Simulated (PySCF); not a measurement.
**Working out the ionisation energy of Sn**

Sn [Kr] 4d10 5s2 5p2 (3P) → Sn⁺ [Kr] 4d10 5s2 5p1 (2P). Computed with PySCF 2.14 in def2-TZVPPD with the def2 core potential (28 electrons) (7s5p4d2f, 56 functions), with a scalar-relativistic core potential. Frozen: 4s2 4p6 4d10. Energies in hartree (1 hartree = 27.21139 eV):

```tsv
part	Sn (lower)	Sn⁺ (upper)
UHF	-213.339962	-213.088188
CCSD correlation	-0.056061	-0.044139
(T)	-0.001559	-0.000658
```

What does Hartree-Fock give?

(-213.088188) − (-213.339962) = 0.251774 hartree = 6.851 eV.

What do CCSD and CCSD(T) give?

The CCSD correlation energies differ by 0.011922 hartree = 0.324 eV and the triples by 0.000901 hartree = 0.025 eV, so CCSD gives 7.175 eV and CCSD(T) 7.200 eV.

Measured between the centres of the two terms (NIST): 7.389 eV, so CCSD(T) (valence) is off by -0.189 eV.

What remains against the reference includes basis incompleteness, the frozen core and higher excitations.
